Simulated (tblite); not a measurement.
Species: C4H7N3O2Si.
Numbering: `[CH3:1][c:2]1[n:3][cH:4][n:5][n:6][c:7]1[O:8][SiH2:9][OH:10]` (hydrogens: H11, H12, H13 on C1; H14 on C4; H15, H16 on Si9; H17 on O10)

Computed with GFN2-xTB (tblite), gas phase: L-BFGS steps from a force-field or distance-geometry start until the largest atomic force falls under 0.01 eV/Å.

Step 76: E = -839.5307 eV
```
atom  x, y, z in Å  |  force x, y, z in eV/Å
C1     -1.2620   -2.0970   -0.0380    0.003   0.018  -0.013
C2     -1.2148   -0.6103   -0.0444   -0.025   0.007  -0.016
N3     -2.3341    0.0787   -0.0369   -0.027   0.006   0.027
C4     -2.2253    1.4102   -0.0072    0.005  -0.018  -0.021
N5     -1.1050    2.0842    0.0228    0.001   0.009   0.027
N6      0.0281    1.4223   -0.0094   -0.022  -0.003  -0.008
C7      0.0183    0.1021   -0.0566   -0.021  -0.009   0.006
O8      1.1681   -0.5321   -0.1132   -0.019  -0.031  -0.028
Si9     2.6336    0.2623   -0.2371    0.040   0.005  -0.030
O10     2.8664    1.2970    0.9783   -0.021  -0.006   0.020
H11    -2.2453   -2.4364   -0.3521    0.004   0.019   0.020
H12    -1.0689   -2.4603    0.9722    0.012   0.009  -0.031
H13    -0.4907   -2.4965   -0.6929    0.007   0.003   0.015
H14    -3.1440    1.9802   -0.0037    0.025  -0.029   0.001
H15     2.6619    0.9222   -1.5365    0.007  -0.033   0.017
H16     3.5119   -0.8689   -0.0196   -0.004   0.029   0.016
H17     2.1949    1.9543    1.1643    0.034   0.025  -0.002
```

Step 77: E = -839.5312 eV
```
atom  x, y, z in Å  |  force x, y, z in eV/Å
C1     -1.2636   -2.0978   -0.0400   -0.002   0.021  -0.016
C2     -1.2144   -0.6111   -0.0464   -0.017   0.009   0.018
N3     -2.3328    0.0792   -0.0365   -0.025  -0.001   0.011
C4     -2.2235    1.4105   -0.0043   -0.003  -0.022  -0.010
N5     -1.1034    2.0845    0.0300    0.000  -0.002   0.002
N6      0.0288    1.4216   -0.0068   -0.012  -0.002   0.015
C7      0.0189    0.1013   -0.0560   -0.012  -0.005  -0.011
O8      1.1694   -0.5317   -0.1136   -0.018  -0.034  -0.034
Si9     2.6360    0.2619   -0.2349    0.032   0.001  -0.035
O10     2.8614    1.3041    0.9755   -0.025   0.003   0.022
H11    -2.2501   -2.4346   -0.3451   -0.016   0.016   0.011
H12    -1.0627   -2.4657    0.9670    0.023   0.024  -0.032
H13    -0.5010   -2.4979   -0.7044    0.021   0.000   0.015
H14    -3.1424    1.9795   -0.0008    0.015  -0.016   0.006
H15     2.6724    0.9151   -1.5381    0.003  -0.037   0.023
H16     3.5130   -0.8685   -0.0080   -0.005   0.031   0.017
H17     2.1871    1.9615    1.1527    0.041   0.017  -0.002
```

Step 78: E = -839.5316 eV
```
atom  x, y, z in Å  |  force x, y, z in eV/Å
C1     -1.2644   -2.0977   -0.0430   -0.002   0.010  -0.015
C2     -1.2143   -0.6111   -0.0474   -0.006   0.007   0.041
N3     -2.3323    0.0800   -0.0353   -0.017  -0.010  -0.004
C4     -2.2220    1.4109   -0.0009   -0.012  -0.019   0.005
N5     -1.1022    2.0852    0.0371   -0.001  -0.017  -0.021
N6      0.0292    1.4214   -0.0040    0.004  -0.003   0.033
C7      0.0192    0.1011   -0.0553    0.000   0.000  -0.023
O8      1.1701   -0.5315   -0.1142   -0.012  -0.026  -0.040
Si9     2.6390    0.2606   -0.2328    0.004   0.002  -0.014
O10     2.8552    1.3121    0.9717   -0.024  -0.004   0.010
H11    -2.2544   -2.4329   -0.3373   -0.028   0.015   0.002
H12    -1.0530   -2.4707    0.9600    0.030   0.039  -0.033
H13    -0.5105   -2.4972   -0.7177    0.024   0.001   0.016
H14    -3.1407    1.9789    0.0031   -0.004   0.000   0.008
H15     2.6838    0.9040   -1.5402    0.001  -0.034   0.018
H16     3.5133   -0.8690    0.0061    0.000   0.026   0.020
H17     2.1769    1.9679    1.1401    0.043   0.013  -0.001
```

Step 79: E = -839.5322 eV
```
atom  x, y, z in Å  |  force x, y, z in eV/Å
C1     -1.2638   -2.0965   -0.0469   -0.005  -0.002  -0.013
C2     -1.2148   -0.6101   -0.0477    0.009   0.001   0.051
N3     -2.3329    0.0806   -0.0327   -0.005  -0.021  -0.015
C4     -2.2220    1.4110    0.0037   -0.021  -0.008   0.018
N5     -1.1030    2.0864    0.0444   -0.003  -0.032  -0.040
N6      0.0281    1.4228   -0.0013    0.024  -0.005   0.046
C7      0.0186    0.1025   -0.0556    0.015   0.003  -0.027
O8      1.1698   -0.5301   -0.1162   -0.003  -0.012  -0.047
Si9     2.6429    0.2579   -0.2307   -0.034  -0.004   0.014
O10     2.8487    1.3206    0.9662   -0.022  -0.009  -0.001
H11    -2.2573   -2.4315   -0.3280   -0.039   0.014  -0.010
H12    -1.0387   -2.4753    0.9508    0.038   0.049  -0.022
H13    -0.5192   -2.4933   -0.7332    0.027   0.000   0.010
H14    -3.1406    1.9776    0.0090   -0.028   0.021   0.011
H15     2.6999    0.8872   -1.5435   -0.001  -0.024   0.004
H16     3.5121   -0.8712    0.0252    0.007   0.018   0.023
H17     2.1653    1.9733    1.1265    0.043   0.011  -0.002
```

Task: Estimate the geometry and energy of step 80. (The exact step hangs on the optimiser's Hessian estimate; all steps are aligned on step 79, rigid shifts and turns removed.)

Result: E = -839.5332 eV, largest force 0.094 eV/Å
```
atom  x, y, z in Å  |  force x, y, z in eV/Å
C1     -1.2626   -2.0942   -0.0541   -0.001  -0.034  -0.007
C2     -1.2154   -0.6082   -0.0469    0.028  -0.009   0.042
N3     -2.3338    0.0817   -0.0280    0.013  -0.029  -0.021
C4     -2.2218    1.4116    0.0122   -0.029   0.005   0.028
N5     -1.1034    2.0879    0.0560   -0.008  -0.045  -0.056
N6      0.0275    1.4246    0.0045    0.038  -0.008   0.054
C7      0.0182    0.1045   -0.0557    0.029   0.005  -0.018
O8      1.1692   -0.5289   -0.1196    0.009   0.005  -0.054
Si9     2.6482    0.2527   -0.2264   -0.072   0.004   0.060
O10     2.8365    1.3361    0.9561   -0.020  -0.035  -0.033
H11    -2.2627   -2.4287   -0.3126   -0.026   0.017  -0.015
H12    -1.0117   -2.4818    0.9343    0.035   0.063  -0.027
H13    -0.5334   -2.4858   -0.7609    0.006   0.009   0.017
H14    -3.1403    1.9767    0.0190   -0.051   0.043   0.015
H15     2.7254    0.8566   -1.5494   -0.004  -0.012  -0.005
H16     3.5099   -0.8748    0.0588    0.012   0.013   0.026
H17     2.1432    1.9821    1.1029    0.043   0.008  -0.005
```

The energy changes by -0.0009 eV. The first-order estimate −F·Δx gives -0.0013 eV and the mean of the old and new forces, exact on a quadratic surface, -0.0009 eV. The step makes an angle of 85° with the force vector and moves no atom by more than 0.040 Å.

What follows is the cost of the whole relaxation. Hardware: one thread of an AMD EPYC, no GPU, on a shared host. Cost: 3.5 s wall, 3.0 s CPU.
